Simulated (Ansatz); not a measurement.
One change: `FB(Cl)Br` becomes `O[SiH2]B(F)Br`.

Ansatz, PBE0-D4/def2-TZVP geometries, multiplicity 1. Each molecule was computed in one conformer, which needn't be the lowest.

Scalar relativity is left out up to krypton. Spin–orbit coupling is left out; it splits and shifts lone-pair levels of the heavy atoms by tenths of an eV.

```
                                      property  `FB(Cl)Br`
         LUMO energy (ωB97M-V/def2-TZVPP) / eV        0.97
         HOMO–LUMO gap (B3LYP/def2-TZVPP) / eV        7.20
            LUMO energy (PBE0/def2-TZVPP) / eV       -1.19
zero-point energy (PBE0-D4/def2-TZVP) / kJ/mol        22.9
           HOMO–LUMO gap (PBE/def2-TZVPP) / eV        5.36
             HOMO energy (PBE/def2-TZVPP) / eV       -7.51
```

What does the change do to each property? (Best estimate.)

Computed: 
| property | `O[SiH2]B(F)Br` | shift |
| --- | --- | --- |
| LUMO energy (ωB97M-V/def2-TZVPP) / eV | 0.14 | -0.83 |
| HOMO–LUMO gap (B3LYP/def2-TZVPP) / eV | 6.05 | -1.15 |
| LUMO energy (PBE0/def2-TZVPP) / eV | -1.91 | -0.72 |
| zero-point energy (PBE0-D4/def2-TZVP) / kJ/mol | 101.4 | 78.5 |
| HOMO–LUMO gap (PBE/def2-TZVPP) / eV | 4.21 | -1.15 |
| HOMO energy (PBE/def2-TZVPP) / eV | -7.02 | 0.49 |

With PBE0 the HOMO rises by 0.53 eV and the LUMO falls by 0.72 eV, so the gap narrows by about 1.25 eV. PBE moves the HOMO by 0.49 eV and ωB97M-V by 0.62 eV. The zero-point energy changes by 78.5 kJ/mol with +12 modes.

B3LYP here is the variant with VWN-RPA as its local correlation; programs differ in this.
